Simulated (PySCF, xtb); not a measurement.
1,1-difluorobuta-1,3-diene (C₄H₄F₂), SMILES C=CC=C(F)F.

xtb 6.7.1 with GFN2-xTB at its own geometry gives an orbital gap of 3.70 eV and a dipole moment of 2.50 D.

Geometry: PBE0-D3(BJ)/def2-SVP. Other conformers were not sampled.

Task: What does B3LYP/def2-TZVP (PySCF) give? (Estimate from the structure and the level; the computed values follow.)

Result: gap 5.53 eV (levels -6.52 and -0.99 eV), dipole 0.89 D.
